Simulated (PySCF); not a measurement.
In(CF3)(OH)2 (CH2F3InO2), SMILES F[C](F)(F)[In]([OH])[OH].

Geometry optimised at PBE-D3(BJ)/def2-SVP. The structure was generated by enumeration; whether it is a known compound was not checked. The def2 effective core potentials stand for the cores of In; spin–orbit coupling is left out. The values are those of a single conformer.

Vertical ionisation energy (IE) and electron affinity (EA) in eV. Rows of orbital energies are one-electron estimates. Where ΔSCF, EOM or ADC give a negative EA the extra electron is unbound and the value depends on the basis.

| level | IE | EA |
|---|---|---|
| −ε(HOMO), −ε(LUMO), HF/def2-TZVP (PySCF) | … | … |
| −ε(HOMO), −ε(LUMO), PBE/def2-TZVP (PySCF) | 6.99 | 2.93 |

Problem. Fill in the missing entries. (Estimate from the structure and the level; the computed values follow.)

Solution. 
- −ε(HOMO), −ε(LUMO), HF/def2-TZVP (PySCF), IE: 12.50
- −ε(HOMO), −ε(LUMO), HF/def2-TZVP (PySCF), EA: -0.91
